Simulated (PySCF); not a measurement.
SMILES c1cc(CCS)oc1, GFN2-xTB optimised geometry.

```
16

S     -0.63    -2.67     2.52
C     -1.93    -1.94     1.47
C     -1.44    -1.67     0.04
C     -0.45    -0.56     0.00
C      0.91    -0.56     0.00
C      1.31     0.80     0.00
C      0.16     1.52     0.00
O     -0.91     0.71     0.01
H      0.24    -1.67     2.37
H     -2.28    -1.03     1.94
H     -2.73    -2.68     1.47
H     -0.99    -2.58    -0.36
H     -2.31    -1.40    -0.57
H      1.55    -1.42    -0.01
H      2.31     1.18     0.00
H     -0.03     2.58     0.00
```

Density from PySCF with PBE/def2-TZVP at that geometry.

Minimum of the electron density along straight lines between bonded atoms, close to the bond critical point (lines longer than 1.1 times the sum of covalent radii, or with two minima, are not listed):

| bond | length / Å | ρ at the minimum / e bohr⁻³ | ∇²ρ there / e bohr⁻⁵ | position (fraction from the first atom) |
|---|---|---|---|---|
| S1–C2 | 1.825 | 0.175 | -0.26 | 0.53 |
| C2–C3 | 1.530 | 0.240 | -0.56 | 0.51 |
| C3–C4 | 1.490 | 0.262 | -0.67 | 0.48 |
| C4–C5 | 1.365 | 0.331 | -0.94 | 0.52 |
| C5–C6 | 1.417 | 0.294 | -0.78 | 0.50 |
| C6–C7 | 1.359 | 0.334 | -0.96 | 0.48 |
| C4–O8 | 1.351 | 0.293 | -0.34 | 0.34 |
| C7–O8 | 1.344 | 0.295 | -0.28 | 0.34 |
| S1–H9 | 1.332 | 0.220 | -0.64 | 0.64 |
| C2–H10 | 1.090 | 0.281 | -0.96 | 0.65 |
| C2–H11 | 1.089 | 0.280 | -0.95 | 0.64 |
| C3–H12 | 1.091 | 0.279 | -0.95 | 0.64 |
| C3–H13 | 1.093 | 0.276 | -0.92 | 0.64 |
| C5–H14 | 1.071 | 0.288 | -1.02 | 0.65 |
| C6–H15 | 1.070 | 0.289 | -1.03 | 0.65 |
| C7–H16 | 1.072 | 0.293 | -1.06 | 0.65 |
